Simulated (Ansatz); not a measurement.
Basis-set extrapolation for C3H9FOSi (`CCO[SiH](C)F`) (PBE0-D4/def2-TZVP geometry, frozen core, the Gaussian-basis code of Ansatz). Multiplicity 1, RHF reference.

|  | def2-TZVPP | def2-QZVPP |
| --- | --- | --- |
| HF | -582.347737 | -582.371560 |
| MP2 correlation | -1.132243 | -1.218857 |
| CCSD(T) correlation | -1.223084 | not run |

Energies in hartree. Use E(X) = E(∞) + A·exp(−7.88·√X) for Hartree–Fock and E(X) = E(∞) + B·X^(−2.97) for correlation, with X = 3 and 4, and add CCSD(T) minus MP2 of the smaller set to the MP2 limit.

Q: What is the CCSD(T) energy at the basis-set limit?

A: HF limit: -582.371560 + (-0.023823) × 0.13774 = -582.37484. MP2 limit: -1.218857 + (-0.086614) × 0.74074 = -1.28302. Higher-order term: -1.223084 − (-1.132243) = -0.09084. Total: -583.74870 hartree, 467.0 kJ/mol below CCSD(T)/def2-TZVPP.
